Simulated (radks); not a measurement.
Results of a calculation; reference values are marked as such.
Ionisation of neutral oxygen, [He] 2s2 2p4, to O+, [He] 2s2 2p3, under several functionals. Scalar-relativistic Kohn-Sham, spin-polarised, spherical densities, point nucleus; open shells are filled with parallel spins first; a radial shooting solver on a logarithmic mesh with Libxc functionals.

| functional | E(O) (hartree) | Exc (hartree) | IE (eV) | -e(HOMO) (eV) | <r> HOMO (bohr) | IE error (eV) |
|---|---|---|---|---|---|---|
| PW91 | -75.11104 | -8.40212 | 13.740 | 7.257 | 1.335 | +0.122 |
| LDA (Slater exchange, Perdew-Wang correlation) | -74.58046 | -7.84044 | 13.890 | 7.407 | 1.336 | +0.272 |
| HCTH/407 | -75.11853 | -8.42299 | 13.403 | 7.054 | 1.376 | -0.216 |
| BLYP | -75.13539 | -8.42586 | 13.814 | 7.231 | 1.343 | +0.196 |
| PBE | -75.05760 | -8.34477 | 13.671 | 7.186 | 1.335 | +0.053 |
| Wu-Cohen GGA | -74.93147 | -8.21500 | 13.547 | 7.115 | 1.331 | -0.071 |

NIST Atomic Spectra Database: 13.618 eV (measured). Closest: PBE. The Delta-SCF values span 0.49 eV, the total energies 0.55 hartree. The highest occupied level is 2p. Open shells are spherical and high-spin; term and fine-structure splittings are not resolved.
